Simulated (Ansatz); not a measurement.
`OC[SiH2]O` + `C#[C][AlH][CH3]` → `C#C[SiH2]CO` + `[CH3][AlH][OH]`  (redistribution)

Gas-phase electronic energies from Ansatz, PBE0-D4/def2-TZVP geometries. CBS: MP2 limit from def2 TZ/QZ plus the TZ coupled-cluster correction, frozen cores. This one scheme is used for every species. Functionals use def2-TZVPP. Each species was taken in one conformer, which may not be the lowest.

Is it downhill or uphill in electronic energy at CCSD(T)/CBS, and by how much? (An estimate is asked.)

Ansatz gave: Downhill: ΔE = -7.0 kcal/mol.

What do these levels give: PBE-D4, r2SCANh-D4, CAM-B3LYP-D4, ωB97X-V, PBE-QIDH, PBE, r2SCAN, CCSD/def2-SVP, MP2/def2-TZVPP, CCSD(T)/def2-TZVPP, HF/def2-QZVPP, SCS-MP2/def2-QZVPP? (An estimate is asked.)

Computed: PBE-D4 -8.3, r2SCANh-D4 -7.2, CAM-B3LYP-D4 -7.2, ωB97X-V -6.8, PBE-QIDH -7.0, PBE -8.0, r2SCAN -7.3, CCSD/def2-SVP -9.1, MP2/def2-TZVPP -7.7, CCSD(T)/def2-TZVPP -7.0, HF/def2-QZVPP -4.3, SCS-MP2/def2-QZVPP -7.1 kcal/mol.

Largest T1 diagnostic among the species: 0.012.

From BLYP to BHLYP (50 % exact exchange), in def2-TZVPP and without D4, ΔE moves by +1.5 kcal/mol. At CCSD(T), def2-SVP lies −2.4 kcal/mol from the extrapolated value and def2-TZVPP −0.0 kcal/mol. In def2-TZVPP, CCSD(T) changes the Hartree–Fock value by −2.8 kcal/mol (the triples alone add −0.3 kcal/mol) and MP2 by −3.4 kcal/mol.
